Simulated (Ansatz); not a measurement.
`[CH3][GaH][SiH3]` + `[OH][GeH2][OH]` → `[OH][GeH2][O][SiH3]` + `[CH3][GaH2]`  (cleavage of the Si–Ga bond)

Calculated with Ansatz (gas phase, PBE0-D4/def2-TZVP geometries, no zero-point term in ΔE). CCSD(T)/CBS is the MP2 limit (def2-TZVPP, def2-QZVPP) plus CCSD(T) − MP2 in def2-TZVPP, frozen cores. Functionals use def2-TZVPP. For Ga, Ge outer-core shells are correlated without core-valence functions, which leaves a few kJ/mol of doubt a bond. Scalar relativity is left out up to krypton. One conformer a species, not always the lowest.

`[CH3][GaH][SiH3]`:

Z-matrix (Å, degrees):
```
C
Ga 1 1.971
H 1 1.094 2 109.2
H 1 1.090 2 113.1 3 120.9
H 1 1.093 2 110.1 3 -116.9
Si 2 2.419 1 120.8 3 -114.8
H 2 1.578 1 118.1 3 64.8
H 6 1.492 2 110.2 1 -59.4
H 6 1.492 2 110.2 1 58.1
H 6 1.489 2 114.2 1 179.3
```

`[OH][GeH2][OH]`:

Z-matrix (Å, degrees):
```
Ge
O 1 1.773
O 1 1.776 2 110.8
H 1 1.525 2 104.9 3 114.7
H 1 1.543 2 109.7 3 -119.9
H 2 0.959 1 113.6 3 70.1
H 3 0.959 1 113.3 2 -91.5
```

`[OH][GeH2][O][SiH3]`:

Z-matrix (Å, degrees):
```
Ge
O 1 1.769
O 1 1.771 2 108.9
H 1 1.530 2 110.0 3 -114.4
H 1 1.534 2 105.0 3 119.8
Si 2 1.638 1 134.0 3 55.1
H 3 0.960 1 113.2 2 67.9
H 6 1.490 2 110.9 1 36.0
H 6 1.487 2 110.9 1 -84.7
H 6 1.485 2 108.1 1 155.8
```

`[CH3][GaH2]`:

Z-matrix (Å, degrees):
```
C
Ga 1 1.966
H 1 1.092 2 111.3
H 1 1.096 2 108.8 3 117.6
H 1 1.090 2 112.4 3 -123.0
H 2 1.574 1 121.1 3 142.3
H 2 1.575 1 120.1 3 -38.7
```

| species | ωB97M-V energy (Eh) |
| --- | --- |
| `[CH3][GaH][SiH3]` | -2256.50184 |
| `[OH][GeH2][OH]` | -2229.80274 |
| `[OH][GeH2][O][SiH3]` | -2520.51888 |
| `[CH3][GaH2]` | -1965.81937 |

**Question.** Work out ΔE.

**Answer.** ΔE = (-2520.51888) + (-1965.81937) − (-2256.50184) − (-2229.80274) = -0.03367 Eh = -88.4 kJ/mol. CCSD(T)/CBS gives -85.1 kJ/mol.

Largest T1 diagnostic among the species: 0.012.

In def2-TZVPP, CCSD(T) changes the Hartree–Fock value by +26.8 kJ/mol (the triples alone add +3.1 kJ/mol) and MP2 by +20.4 kJ/mol. From PBE to PBE0 (25 % exact exchange), in def2-TZVPP and without D4, ΔE moves by −9.3 kJ/mol.
